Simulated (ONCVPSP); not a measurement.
## u(r) = r·R(r): atom against pseudo-atom (magnesium (Mg))

Columns: radius, all-electron u(r) and pseudo u(r) of the 2p shell (level -46.61 eV) of magnesium in the configuration [He] 2s2 2p6 3s2; PBE, scalar-relativistic, ONCV scheme, ONCVPSP 4.0.1.

```csv
r (bohr),all-electron,pseudo
0.072,0.1821,0.0612
0.145,0.4966,0.2336
0.217,0.7712,0.4750
0.290,0.9705,0.7405
0.362,1.0895,0.9737
0.435,1.1438,1.1441
0.507,1.1488,1.2314
0.580,1.1194,1.2415
0.652,1.0682,1.1910
0.725,1.0028,1.1026
0.798,0.9303,0.9987
0.870,0.8561,0.8963
0.942,0.7823,0.8023
1.015,0.7099,0.7179
1.088,0.6412,0.6436
1.160,0.5778,0.5782
1.232,0.5190,0.5190
1.305,0.4643,0.4643
1.378,0.4144,0.4143
1.450,0.3697,0.3697
1.522,0.3293,0.3292
1.595,0.2924,0.2923
1.668,0.2593,0.2592
1.740,0.2300,0.2300
1.812,0.2040,0.2039
1.885,0.1804,0.1804
```

Problem. How many radial nodes do the two functions have?

Solution. The all-electron 2p function has n − l − 1 = 0; the pseudo-wave has 0.

Problem. At about which radius was the pseudo-wave matched?

Solution. 1.30 bohr. The columns agree to 0.0005 from 1.16 bohr on; several derivatives are matched, so the curves merge somewhat inside the radius.

Problem. Is the pseudo-wave norm-conserving?

Solution. Yes: the ONCV scheme keeps the norm inside the radius equal to the all-electron one, which fixes the energy derivative of the logarithmic derivative at the level.
